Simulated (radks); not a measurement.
Values are calculated unless marked as measured or tabulated.
Species: Lu30+. Configuration: [Kr] 4d5. Code: a radial shooting solver on a logarithmic mesh with Libxc functionals. Model: Dirac Kohn-Sham, BLYP, spin-unpolarised, spherical densities, finite nucleus; open shells fill j = l - 1/2 first; Fermi nuclear charge, rms radius 5.37 fm.

Unscreened Slater integrals over Kohn-Sham orbitals (hartree). Large and small components are both included. Empty in this configuration: 5s1/2.

| integral | value |
|---|---|
| F0(4d5/2,4d5/2) | 1.9350 |
| F2(4d5/2,4d5/2) | 0.98882 |
| F4(4d5/2,4d5/2) | 0.67284 |
| F0(4d5/2,4d3/2) | 1.9485 |
| F2(4d5/2,4d3/2) | 0.99444 |
| G2(4d5/2,4d3/2) | 0.99063 |
| G4(4d5/2,4d3/2) | 0.67419 |
| F0(4d5/2,4p3/2) | 1.9331 |
| F2(4d5/2,4p3/2) | 0.99340 |
| G1(4d5/2,4p3/2) | 1.2342 |
| G3(4d5/2,4p3/2) | 0.79076 |
| F0(4d5/2,4p1/2) | 1.9805 |
| G3(4d5/2,4p1/2) | 0.81304 |
| F0(4d5/2,5s1/2) | 1.3432 |
| G2(4d5/2,5s1/2) | 0.15333 |
| F0(4d3/2,4d3/2) | 1.9624 |
| F2(4d3/2,4d3/2) | 1.0008 |
| F0(4d3/2,4p3/2) | 1.9463 |
| F2(4d3/2,4p3/2) | 0.99814 |
| G1(4d3/2,4p3/2) | 1.2305 |
| G3(4d3/2,4p3/2) | 0.79002 |
| F0(4d3/2,4p1/2) | 1.9951 |
| G1(4d3/2,4p1/2) | 1.2908 |
| F0(4d3/2,5s1/2) | 1.3474 |
| G2(4d3/2,5s1/2) | 0.15015 |
| F0(4p3/2,4p3/2) | 1.9361 |
| F2(4p3/2,4p3/2) | 1.0112 |
| F0(4p3/2,4p1/2) | 1.9826 |
| G2(4p3/2,4p1/2) | 1.0179 |
| F0(4p3/2,5s1/2) | 1.3435 |
| G1(4p3/2,5s1/2) | 0.13621 |
| F0(4p1/2,4p1/2) | 2.0345 |
| F0(4p1/2,5s1/2) | 1.3580 |
| G1(4p1/2,5s1/2) | 0.13489 |
| F0(5s1/2,5s1/2) | 1.1303 |
